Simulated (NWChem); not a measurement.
# CdNH2Cl; SMILES [Cd]([NH2])[Cl]

```xyz
5

Cd    -0.0118     0.2701    -0.0072
Cl     0.0139    -2.0143     0.0180
N      0.0382     2.2733     0.1061
H     -0.7819     2.7064    -0.3182
H      0.8457     2.6587    -0.3836
```
Atoms are numbered in this order, from 1.

All runs: NWChem. Structure relaxed at the PBE0/def2-SVP level. Not confirmed as a minimum by frequencies. def2 effective core potentials on Cd; no spin-orbit coupling. Ions are spin-unrestricted doublets at the neutral geometry; other ion states weren't tried.

Q: Estimate the computed values for PBE/def2-SVP. Quantities: vertical ionisation energy, ΔSCF (eV); −ε(HOMO) (eV).

A: 
```
Quantity                               Value
-------------------------------------  -----
vertical ionisation energy, ΔSCF (eV)   9.14
−ε(HOMO) (eV)                           5.71
```
